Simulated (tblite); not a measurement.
Compound: C5H14N2SSi.
Atom-mapped SMILES: `[CH3:1][S:2][CH2:3][Si@@:4]1([NH2:5])[CH2:6][CH2:7][N:8]1[CH3:9]` (hydrogens: H10, H11, H12 on C1; H13, H14 on C3; H15, H16 on N5; H17, H18 on C6; H19, H20 on C7; H21, H22, H23 on C9)

Cartesian coordinates in Å at the GFN2-xTB level; atoms count from 1:
```xyz
23
C5H14N2SSi angstrom
C      3.0633    1.9110   -1.5029
S      2.0580    1.3391   -0.0991
C      0.4853    1.0723   -0.9606
Si    -0.7556    0.3522    0.2861
N     -0.8716    1.5571    1.5116
C     -2.4469   -0.3765   -0.2000
C     -1.9359   -1.7410    0.2648
N     -0.5700   -1.3392    0.5555
C      0.3888   -2.2657    1.0841
H      2.6319    2.8215   -1.9107
H      3.0997    1.1319   -2.2599
H      4.0605    2.1070   -1.1235
H      0.1545    2.0319   -1.3483
H      0.6746    0.3922   -1.7869
H     -1.4725    1.4387    2.3111
H     -0.0707    2.1236    1.7382
H     -2.7236   -0.3623   -1.2471
H     -3.2840   -0.0090    0.3805
H     -1.9752   -2.5184   -0.5051
H     -2.4496   -2.1133    1.1586
H      0.5053   -3.1223    0.4113
H      1.3478   -1.7627    1.1846
H      0.0812   -2.6414    2.0679
```

Calculated harmonic vibrations of the isolated species, GFN2-xTB (tblite), most abundant isotopes, no scaling. Errors from tens to a few hundred cm⁻¹ against measured bands are possible. One conformer, not necessarily the lowest.

Harmonic wavenumbers (cm⁻¹): 33.2, 42.5, 62.8, 103.8, 122.3, 148.8, 155.4, 173.5, 183.7, 201.4, 208.9, 249.7, 274.2, 319.0, 429.3, 522.7, 634.6, 692.8, 721.9, 726.8, 739.3, 757.1, 766.8, 849.6, 907.3, 923.7, 941.2, 944.2, 1000.9, 1048.1, 1069.1, 1100.0, 1125.7, 1156.1, 1169.8, 1184.9, 1227.3, 1251.5, 1314.9, 1330.9, 1407.9, 1430.8, 1452.7, 1453.1, 1476.6, 1480.8, 1494.5, 1501.5, 1510.1, 2879.8, 2889.6, 2920.3, 2929.6, 2997.7, 3000.9, 3015.1, 3017.0, 3030.4, 3050.0, 3057.6, 3061.4, 3467.1, 3509.7.

A = 1945, B = 683.6, C = 612.8 MHz; mass 162.065 u (most abundant isotopes); point group C1, symmetry number 1.

Task: Zero-point energy?

Result: ½Σν̃ = 41425 cm⁻¹ = 495.55 kJ/mol.

Task: Entropy at 500 K, 1 bar (ideal gas, RRHO, classical rotation)?

Result: Translation 183.06, rotation 133.46, vibration 298.51: S = 615.0 J/(mol K).

Task: And Cp and H(500 K) − H(0)?

Result: Cp = 290.54 J/(mol K), of which vibrations give 257.28 (their classical limit is 63 R = 523.8); H(500 K) − H(0) = 88.02 kJ/mol without the zero-point energy, 71.39 from vibrations.

Task: What must be added to the electronic energy to get the Gibbs energy at 500 K and 1 bar?

Result: ZPE + [H(500 K) − H(0)] − T·S = 495.55 + 88.02 − 307.51 = 276.06 kJ/mol.

Task: Blend soft modes into free rotors: weight 1/[1 + (100 cm⁻¹/ν̃)⁴] for the oscillator and the rest for a rotor with moment μB/(μ + B), μ = h/(8π²ν), B = 10⁻⁴⁴ kg m². What vibrational entropy results?

Result: 271.16 J/(mol K) in place of 298.51, which changes −T·S at 500 K by +13.67 kJ/mol.

Task: Which modes carry the vibrational entropy at 500 K?

Result: 33.2 cm⁻¹: 27.84; 42.5 cm⁻¹: 25.79; 62.8 cm⁻¹: 22.55; 103.8 cm⁻¹: 18.39; 122.3 cm⁻¹: 17.04; 148.8 cm⁻¹: 15.43 J/(mol K); the other 57 give 171.46 together.

Hindered rotation and anharmonicity are outside this model. Other conformers, if any are populated, would add a mixing term that is left out. The structure is chiral; the term R ln 2 for an equal mix with its mirror image is left out.
